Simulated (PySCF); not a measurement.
Working out the ionisation energy of Kr²⁺

Kr²⁺ [Ar] 3d10 4s2 4p4 (3P) → Kr³⁺ [Ar] 3d10 4s2 4p3 (4S). Computed with PySCF 2.14 in ANO-RCC-VTZP (6s5p3d1f, 43 functions), with scalar relativity by spin-free X2C-1e. Frozen: [Ne]. Energies in hartree (1 hartree = 27.21139 eV):

```tsv
part	Kr²⁺ (lower)	Kr³⁺ (upper)
UHF	-2786.845423	-2785.583576
MP2 opposite-spin	-0.143810	-0.119686
MP2 same-spin	-0.061431	-0.056582
```

Question: What does Hartree-Fock give?

Answer: (-2785.583576) − (-2786.845423) = 1.261847 hartree = 34.337 eV.

Question: What do MP2 and SCS-MP2 (6/5 opposite-spin, 1/3 same-spin) give?

Answer: The opposite-spin parts differ by 0.656 eV and the same-spin parts by 0.132 eV. MP2: 34.337 + (0.656) + (0.132) = 35.125 eV. SCS-MP2: 34.337 + 1.2 × (0.656) + (0.132)/3 = 35.168 eV.

A first-order spin-orbit estimate adds 0.230 eV to MP2 (valence and next inner shell), giving 35.355 eV against 35.838 ± 0.02 eV (measured; NIST Atomic Spectra Database, ionization energies).

What remains against the reference includes basis incompleteness, the frozen core and correlation beyond second order.
